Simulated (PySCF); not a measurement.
trimethyl amine (C3H9N), singlet, geometry from GFN2-xTB; BLYP/6-31G* (PySCF).

PySCF was given this input:
```python
from pyscf import gto, scf, dft

mol = gto.Mole()
mol.atom = '''
    N    -0.00261790    0.00013854    0.37401739
    C    -0.00152192    1.37970834   -0.06300031
    C     1.19627023   -0.68818901   -0.05385049
    C    -1.19343643   -0.69158875   -0.07057579
    H     0.00601956    1.47958855   -1.16082857
    H     0.87937092    1.88014242    0.33668072
    H    -0.88934309    1.87762614    0.32430169
    H     1.29087415   -0.73861551   -1.15101370
    H     1.18494027   -1.70346684    0.34014693
    H     2.06712214   -0.17042002    0.34575384
    H    -1.27253017   -0.74226236   -1.16895468
    H    -2.07126594   -0.17630754    0.31678972
    H    -1.18473380   -1.70683808    0.32356185
'''
mol.basis = '6-31g*'
mol.verbose = 4
mol.build()

mf = dft.RKS(mol)
mf.xc = 'blyp'
mf.conv_tol_grad = 1e-7
mf.kernel()
mf.analyze()
```

Problem. Write the output that PySCF gives for this input, abridged.

Solution. 
```
PySCF version 2.14.0

[INPUT] verbose = 4
[INPUT] num. atoms = 13
[INPUT] num. electrons = 34
[INPUT] charge = 0
[INPUT] spin (= nelec alpha-beta = 2S) = 0
[INPUT] symmetry False subgroup None
[INPUT] Mole.unit = angstrom
[INPUT] Symbol           X                Y                Z      unit          X                Y                Z       unit  Magmom
[...]
nuclear repulsion = 139.207632408996
number of shells = 42
number of NR pGTOs = 144
number of NR cGTOs = 74
basis = 6-31g*
ecp = {}

******** <class 'pyscf.dft.rks.RKS'> ********
method = RKS
initial guess = minao
damping factor = 0
level_shift factor = 0
DIIS = <class 'pyscf.scf.diis.CDIIS'>
diis_start_cycle = 1
diis_space = 8
diis_damp = 0
SCF conv_tol = 1e-09
SCF conv_tol_grad = 1e-07
SCF max_cycles = 50
direct_scf = True
direct_scf_tol = 1e-13
XC library pyscf.dft.libxc version 7.1.2
    S. Lehtola, C. Steigemann, M. J. T. Oliveira, and M. A. L. Marques,  SoftwareX 7, 1–5 (2018)
XC functionals = blyp
    A. D. Becke,  Phys. Rev. A 38, 3098 (1988)
    C. Lee, W. Yang, and R. G. Parr,  Phys. Rev. B 37, 785 (1988)
    B. Miehlich, A. Savin, H. Stoll, and H. Preuss,  Chem. Phys. Lett. 157, 200 (1989)
radial grids:
    Treutler-Ahlrichs [JCP 102, 346 (1995); DOI:10.1063/1.469408] (M4) radial grids

becke partition: Becke, JCP 88, 2547 (1988); DOI:10.1063/1.454033
pruning grids: <function nwchem_prune>
grids dens level: 3
symmetrized grids: False
atomic radii adjust function: <function treutler_atomic_radii_adjust>
small_rho_cutoff = 0
Initial guess from minao.
tot grids = 144528
init E= -174.417128984987
[...]
cycle= 1 E= -174.283744630662  delta_E= 0.133  |g|= 0.501  |ddm|= 3.01
[...]
cycle= 2 E= -174.184050159769  delta_E= 0.0997  |g|= 0.789  |ddm|= 1.82
[...]
cycle= 3 E= -174.354707557506  delta_E= -0.171  |g|= 0.109  |ddm|= 1.23
[...]
cycle= 4 E= -174.35698992003  delta_E= -0.00228  |g|= 0.0351  |ddm|= 0.125
[...]
cycle= 5 E= -174.357238515502  delta_E= -0.000249  |g|= 0.00535  |ddm|= 0.0323
[...]
cycle= 6 E= -174.357244855244  delta_E= -6.34e-06  |g|= 0.001  |ddm|= 0.00755
[...]
cycle= 7 E= -174.357245167152  delta_E= -3.12e-07  |g|= 9.47e-05  |ddm|= 0.00192
[...]
cycle= 8 E= -174.357245169698  delta_E= -2.55e-09  |g|= 8.3e-06  |ddm|= 0.000115
[...]
cycle= 9 E= -174.357245169719  delta_E= -2.15e-11  |g|= 9.48e-07  |ddm|= 1.2e-05
[...]
cycle= 10 E= -174.357245169718  delta_E= 5.68e-13  |g|= 2.03e-07  |ddm|= 1.68e-06
[...]
cycle= 11 E= -174.357245169718  delta_E= 9.09e-13  |g|= 1.8e-07  |ddm|= 3.37e-07
[...]
cycle= 12 E= -174.357245169717  delta_E= 2.27e-13  |g|= 3.84e-09  |ddm|= 1.62e-07
[...]
Extra cycle  E= -174.357245169719  delta_E= -1.25e-12  |g|= 4.93e-09  |ddm|= 1.76e-08
converged SCF energy = -174.357245169719
**** SCF Summaries ****
Total Energy =                        -174.357245169718567
Nuclear Repulsion Energy =             139.207632408995664
One-electron Energy =                 -509.403279721007834
Two-electron Energy =                  195.838402142293631
Two-electron Coulomb Energy =          222.350907966250588
DFT Exchange-Correlation Energy =      -26.512505823956957
HOMO-LUMO gap [eV] =                     6.012330132755466
**** MO energy ****
[...]
 ** Mulliken pop on meta-lowdin orthogonal AOs  **
 ** Mulliken pop  **
 ** Mulliken atomic charges  **
charge of    0N =     -0.17372
charge of    1C =     -0.20641
charge of    2C =     -0.20641
charge of    3C =     -0.20641
charge of    4H =      0.06378
charge of    5H =      0.10027
charge of    6H =      0.10027
charge of    7H =      0.06378
charge of    8H =      0.10027
charge of    9H =      0.10027
charge of   10H =      0.06378
charge of   11H =      0.10026
charge of   12H =      0.10027
Dipole moment(X, Y, Z, Debye):  0.00326, -0.00008, -0.46534
```
